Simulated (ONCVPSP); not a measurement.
**Logarithmic derivatives: cadmium, ONCV**

```json
{
 "Element": "cadmium",
 "Generator": "ONCVPSP 4.0.1",
 "Type": "optimised norm-conserving Vanderbilt (ONCV)",
 "Functional": "PBE",
 "Relativity": "scalar-relativistic",
 "Frozen core": "[Ar] 3d10 4s2",
 "Valence charge": "18",
 "Reference configuration": "4p6 4d10 5s1.5 (charge +0.5)",
 "Partial waves": "5s: rc 1.90 bohr, ncon 4, nbas 7, qcut 3.6 1/bohr, 3 projectors, debl 1.2 Ha; 4p: rc 1.50 bohr, ncon 4, nbas 7, qcut 8.5 1/bohr, 2 projectors, debl 0.8 Ha; 4d: rc 1.85 bohr, ncon 3, nbas 7, qcut 6.8 1/bohr, 2 projectors, debl 2.2 Ha; f scattering state at 0.06 Ha: rc 1.50 bohr, ncon 4, nbas 7, qcut 7.7 1/bohr, 3 projectors, debl 3.4 Ha",
 "Local potential": "polynomial inside 1.50 bohr (lpopt 5, dvloc0 2 Ha)",
 "Core correction": "none"
}
```

In the p channel the program set the typed energies aside and used -2.617, 0.250 Ha.

The phase is arctan(r·R′/R) of the radial function R(r), unwrapped; energies in Ha, scanned from -4 to 5 Ha. A pole is an energy at which the radial function vanishes at the test radius. The pseudo phase is shifted by a multiple of π to meet the all-electron one at the reference energy, and phase errors are pseudo minus all-electron; the curves can meet again beyond the range given. Levels narrower than the energy grid can be missing from the lists of poles.

```csv
channel,radius (bohr),reference energy (Ha),"poles, all-electron","poles, pseudo",unbroken range about the reference energy with phases within 0.05 rad,phase error 1 Ha above the reference energy (rad)
s,1.93,-0.34,2.77,2.77,above -3.9,+0.000
p,1.52,-2.62,-2.01,-2.01,the whole range,-0.000
d,1.88,-0.59,-0.15,-0.15,the whole range,+0.000
f,1.52,0.06,3.33,3.33,the whole range,-0.000
```

Note: ghosts flagged at negative energy: s at -111.9 eV; no localised positive-energy state flagged. A true bound ghost makes a file unfit for plane-wave use.

Phases in the s channel:

```json
{"E (Ha)": "-3.98", "all-electron": "1.542", "pseudo": "1.474"}
{"E (Ha)": "-3.74", "all-electron": "1.391", "pseudo": "1.380"}
{"E (Ha)": "-3.50", "all-electron": "1.346", "pseudo": "1.342"}
{"E (Ha)": "-3.26", "all-electron": "1.316", "pseudo": "1.314"}
{"E (Ha)": "-3.02", "all-electron": "1.289", "pseudo": "1.288"}
{"E (Ha)": "-2.78", "all-electron": "1.262", "pseudo": "1.262"}
{"E (Ha)": "-2.54", "all-electron": "1.232", "pseudo": "1.232"}
{"E (Ha)": "-2.30", "all-electron": "1.198", "pseudo": "1.197"}
{"E (Ha)": "-2.06", "all-electron": "1.155", "pseudo": "1.155"}
{"E (Ha)": "-1.82", "all-electron": "1.101", "pseudo": "1.101"}
{"E (Ha)": "-1.58", "all-electron": "1.029", "pseudo": "1.029"}
{"E (Ha)": "-1.34", "all-electron": "0.930", "pseudo": "0.930"}
{"E (Ha)": "-1.10", "all-electron": "0.785", "pseudo": "0.785"}
{"E (Ha)": "-0.86", "all-electron": "0.566", "pseudo": "0.566"}
{"E (Ha)": "-0.62", "all-electron": "0.234", "pseudo": "0.234"}
{"E (Ha)": "-0.38", "all-electron": "-0.192", "pseudo": "-0.192"}
{"E (Ha)": "-0.14", "all-electron": "-0.593", "pseudo": "-0.593"}
{"E (Ha)": "0.10", "all-electron": "-0.881", "pseudo": "-0.881"}
{"E (Ha)": "0.34", "all-electron": "-1.071", "pseudo": "-1.071"}
{"E (Ha)": "0.58", "all-electron": "-1.197", "pseudo": "-1.197"}
{"E (Ha)": "0.82", "all-electron": "-1.285", "pseudo": "-1.285"}
{"E (Ha)": "1.06", "all-electron": "-1.350", "pseudo": "-1.350"}
{"E (Ha)": "1.30", "all-electron": "-1.400", "pseudo": "-1.400"}
{"E (Ha)": "1.54", "all-electron": "-1.440", "pseudo": "-1.440"}
{"E (Ha)": "1.78", "all-electron": "-1.473", "pseudo": "-1.473"}
{"E (Ha)": "2.02", "all-electron": "-1.501", "pseudo": "-1.501"}
{"E (Ha)": "2.26", "all-electron": "-1.526", "pseudo": "-1.526"}
{"E (Ha)": "2.50", "all-electron": "-1.548", "pseudo": "-1.548"}
{"E (Ha)": "2.74", "all-electron": "-1.569", "pseudo": "-1.569"}
{"E (Ha)": "2.98", "all-electron": "-1.588", "pseudo": "-1.588"}
{"E (Ha)": "3.22", "all-electron": "-1.607", "pseudo": "-1.607"}
{"E (Ha)": "3.46", "all-electron": "-1.626", "pseudo": "-1.626"}
{"E (Ha)": "3.70", "all-electron": "-1.645", "pseudo": "-1.645"}
{"E (Ha)": "3.94", "all-electron": "-1.666", "pseudo": "-1.666"}
{"E (Ha)": "4.18", "all-electron": "-1.688", "pseudo": "-1.688"}
{"E (Ha)": "4.42", "all-electron": "-1.713", "pseudo": "-1.714"}
{"E (Ha)": "4.66", "all-electron": "-1.743", "pseudo": "-1.743"}
{"E (Ha)": "4.90", "all-electron": "-1.778", "pseudo": "-1.779"}
```
